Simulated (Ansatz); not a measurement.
## Ligand exchange: C4H7BrSi + C2H5Cl → C4H7ClSi + C2H5Br

Gas-phase species: C4H7BrSi `C=C[SiH](Br)C=C`, singlet; C2H5Cl (chloroethane) `CCCl`, singlet; C4H7ClSi `C=C[SiH](Cl)C=C`, singlet; C2H5Br (bromoethane) `CCBr`, singlet. The partners trade Br for Cl: Si–Br and C–Cl bonds give way to Si–Cl and C–Br.

Shapes, held fixed at every level: PBE0-D4/def2-TZVP. Flexible molecules stand in one conformer, not always the lowest. Programs: Ansatz 0.2.0. Electronic energies: no zero-point or thermal term.

(1) Estimate ΔE of this reaction.

Results:

(1) The highest level, CCSD(T)/def2-TZVPP, gives ΔE = -12.0 kJ/mol; the levels span -12.1 to -8.1. The column of differences is taken from that level and isn't an error. No measured value is set beside it here. Relativity is left out for Br. Outer-core shells of Br are correlated, in sets that cover them unevenly.

| level | kind | ΔE (kJ/mol) | less CCSD(T)/def2-TZVPP |
| --- | --- | --- | --- |
| PBE-D4/def2-TZVPP | GGA | -8.1 | +3.9 |
| r2SCAN-D4/def2-TZVPP | meta-GGA | -9.7 | +2.3 |
| wB97M-V/def2-TZVPP | range-separated hybrid | -9.7 | +2.3 |
| B2PLYP/def2-TZVPP | double hybrid | -11.4 | +0.6 |
| MP2/def2-TZVPP | perturbation theory | -11.8 | +0.2 |
| CCSD/def2-TZVPP | coupled cluster or CI | -12.1 | -0.1 |
| CCSD(T)/def2-TZVPP | coupled cluster or CI | -12.0 | 0.0 |
